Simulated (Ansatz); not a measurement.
Geometry optimisation, RKS PBE/6-31G* (Ansatz).

Input file:

```yaml
crystal:
  periodic: [false, false, false]
  atoms:
    - { symbol: Al, position_ang: [-1.258203, -1.40282, -0.566293] }
    - { symbol: H, position_ang: [0.6139, 0.429023, -1.606796] }
    - { symbol: Cl, position_ang: [-0.257317, -2.904453, -1.644017] }
    - { symbol: Cl, position_ang: [-2.872708, -0.358038, -1.388618] }
    - { symbol: H, position_ang: [0.446074, 0.843477, 1.226096] }
    - { symbol: O, position_ang: [-0.826783, -1.033424, 1.153039] }
    - { symbol: H, position_ang: [0.699667, 0.708426, -0.969047] }
    - { symbol: "N", position_ang: [1.070253, 1.649999, 1.127708] }
    - { symbol: H, position_ang: [-0.12041, -1.611549, 1.506649] }
    - { symbol: H, position_ang: [1.910638, 1.344352, 0.62878] }
    - { symbol: H, position_ang: [0.59479, 2.334807, 0.5325] }
basis:
  gaussian: { orbitals: "6-31G*" }
hamiltonian:
  xc: pbe
relax:
  f_tol: 0.03
  max_steps: 50
output:
  orbitals: {}
```

Command:

```bash
$ ansatz run input.yaml --threads 2 --pin off --max-ram 3072MiB --backend cpu --events-out ev --progress --plain --runs-dir out
```

Question: Where does it end, and by what steps?

Answer: The forces met the threshold. After 10 steps the energy has fallen by 0.204 eV; H2 moved furthest, 0.37 Å.

| step | energy less start (eV) | largest force component (eV/Å) | accepted |
| --- | --- | --- | --- |
| 0 | 0.0000 | 2.217 | yes |
| 1 | -0.1584 | 0.978 | yes |
| 2 | -0.1896 | 0.292 | yes |
| 3 | -0.1954 | 0.160 | yes |
| 4 | -0.1997 | 0.153 | yes |
| 5 | -0.2010 | 0.142 | yes |
| 6 | -0.2020 | 0.143 | yes |
| 7 | -0.2029 | 0.115 | yes |
| 8 | -0.2019 | 0.241 | no |
| 9 | -0.2036 | 0.077 | yes |
| 10 | -0.2038 | 0.027 | yes |

```xyz
11
Properties=species:S:1:pos:R:3
Al -1.083 -1.244 -0.602
H 0.379 0.138 -1.611
Cl -0.207 -2.845 -1.664
Cl -2.712 -0.202 -1.419
H 0.470 0.863 1.319
O -0.715 -0.984 1.062
H 0.516 0.499 -0.949
N 1.068 1.686 1.161
H -0.145 -1.642 1.502
H 1.889 1.388 0.624
H 0.541 2.344 0.578
```

Whether the end is a true minimum wasn't checked by a vibrational analysis.

The run took 16 s on 2 threads of Intel(R) Xeon(R) 6975P-C (Granite Rapids), on a shared host, peak memory 0.17 GiB.
